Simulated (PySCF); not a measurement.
PySCF 2.14 output of an unrestricted r2SCAN calculation on a single atom or ion in aug-cc-pVTZ-PP with one added diffuse shell each of s, d, f type with ECP10MDF (7s5p5d3f, 68 functions), with a scalar-relativistic core potential:

```
SCF conv_tol = 1e-09
number electrons alpha = 13  beta = 13
    J. W. Furness, A. D. Kaplan, J. Ning, J. P. Perdew, and J. Sun.,  J. Phys. Chem. Lett. 11, 8208-8215 (2020)
    J. W. Furness, A. D. Kaplan, J. Ning, J. P. Perdew, and J. Sun.,  J. Phys. Chem. Lett. 11, 9248-9248 (2020)
    J. W. Furness, A. D. Kaplan, J. Ning, J. P. Perdew, and J. Sun.,  J. Phys. Chem. Lett. 11, 8208-8215 (2020)
    J. W. Furness, A. D. Kaplan, J. Ning, J. P. Perdew, and J. Sun.,  J. Phys. Chem. Lett. 11, 9248-9248 (2020)
cycle= 1 E= -416.812673080753  delta_E= -0.00601  |g|= 0.0561  |ddm|= 0.272
cycle= 2 E= -416.813060185498  delta_E= -0.000387  |g|= 0.0264  |ddm|= 0.0824
cycle= 3 E= -416.813168897191  delta_E= -0.000109  |g|= 0.000475  |ddm|= 0.0249
cycle= 4 E= -416.81316891813  delta_E= -2.09e-08  |g|= 0.000358  |ddm|= 0.00112
cycle= 5 E= -416.813168988955  delta_E= -7.08e-08  |g|= 4.96e-06  |ddm|= 0.000573
cycle= 6 E= -416.813168988971  delta_E= -1.57e-11  |g|= 5.11e-08  |ddm|= 9.47e-06
converged SCF energy = -416.813168988971  <S^2> = -2.4868996e-14  2S+1 = 1
```

The run itself started from symmetry-adapted Hartree-Fock orbitals and held the occupation by maximum overlap, on a logarithmic radial grid, so the iterations belong to that start.

Q: Which element, charge and spin multiplicity is this?

A: Br⁻ (bromine, charge -1), multiplicity 1; the state was [Kr], closed-shell 1S.

Energies and moments cover only the electrons outside the core potential. The outer electron is barely bound at this level, so radii and moments hang on the diffuse functions.
